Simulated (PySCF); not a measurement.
# SMILES c1(COC)ccc(C)cc1, C₉H₁₂O

Molfile (atoms numbered from 1):
```
C9H12O
     RDKit          3D

 22 22  0  0  0  0  0  0  0  0999 V2000
    3.2574   -1.0936    0.1952 C   0  0  0  0  0  0  0  0  0  0  0  0
    3.0481    0.2526   -0.1156 O   0  0  0  0  0  0  0  0  0  0  0  0
    2.0398    0.4594   -1.0618 C   0  0  0  0  0  0  0  0  0  0  0  0
    0.6482    0.1806   -0.5442 C   0  0  0  0  0  0  0  0  0  0  0  0
    0.3112    0.5039    0.7738 C   0  0  0  0  0  0  0  0  0  0  0  0
   -0.9767    0.2851    1.2515 C   0  0  0  0  0  0  0  0  0  0  0  0
   -1.9729   -0.2593    0.4307 C   0  0  0  0  0  0  0  0  0  0  0  0
   -3.3532   -0.5217    0.9598 C   0  0  0  0  0  0  0  0  0  0  0  0
   -1.6295   -0.5790   -0.8869 C   0  0  0  0  0  0  0  0  0  0  0  0
   -0.3374   -0.3695   -1.3648 C   0  0  0  0  0  0  0  0  0  0  0  0
    4.0688   -1.1428    0.9346 H   0  0  0  0  0  0  0  0  0  0  0  0
    2.3572   -1.5711    0.6259 H   0  0  0  0  0  0  0  0  0  0  0  0
    3.5593   -1.6760   -0.6981 H   0  0  0  0  0  0  0  0  0  0  0  0
    2.1176    1.5197   -1.3559 H   0  0  0  0  0  0  0  0  0  0  0  0
    2.2212   -0.1437   -1.9752 H   0  0  0  0  0  0  0  0  0  0  0  0
    1.0799    0.9263    1.4261 H   0  0  0  0  0  0  0  0  0  0  0  0
   -1.2187    0.5464    2.2859 H   0  0  0  0  0  0  0  0  0  0  0  0
   -3.4108   -1.5134    1.4395 H   0  0  0  0  0  0  0  0  0  0  0  0
   -3.6430    0.2223    1.7163 H   0  0  0  0  0  0  0  0  0  0  0  0
   -4.1039   -0.5033    0.1564 H   0  0  0  0  0  0  0  0  0  0  0  0
   -2.3866   -1.0070   -1.5503 H   0  0  0  0  0  0  0  0  0  0  0  0
   -0.0927   -0.6386   -2.3969 H   0  0  0  0  0  0  0  0  0  0  0  0
  1  2  1  0
  2  3  1  0
  3  4  1  0
  4  5  1  0
  5  6  2  0
  6  7  1  0
  7  8  1  0
  7  9  2  0
  9 10  1  0
 10  4  2  0
  1 11  1  0
  1 12  1  0
  1 13  1  0
  3 14  1  0
  3 15  1  0
  5 16  1  0
  6 17  1  0
  8 18  1  0
  8 19  1  0
  8 20  1  0
  9 21  1  0
 10 22  1  0
M  END
```

Method: quadratic response CAM-B3LYP/def2-SVPD first hyperpolarisability, Taylor convention, gas phase (PySCF). Geometry: PBE0-D3(BJ)/def2-SVP.

Question: Give the tensor of the static β(0;0,0) in the axes of these coordinates.

Answer: In au, Taylor convention; rows are the first index (the induced dipole):
```csv
,xx,yy,zz,xy,xz,yz
x,+2.2,-12.9,+9.9,+21.7,+16.4,+0.9
y,+21.7,+27.7,+12.2,-12.9,+0.9,+3.7
z,+16.4,+3.7,+39.2,+0.9,+9.9,+12.2
```
Norm of βᵢ = ⅓ Σⱼ (βᵢⱼⱼ + βⱼᵢⱼ + βⱼⱼᵢ): 85.5 au, hyper-Rayleigh value 33.3 au.
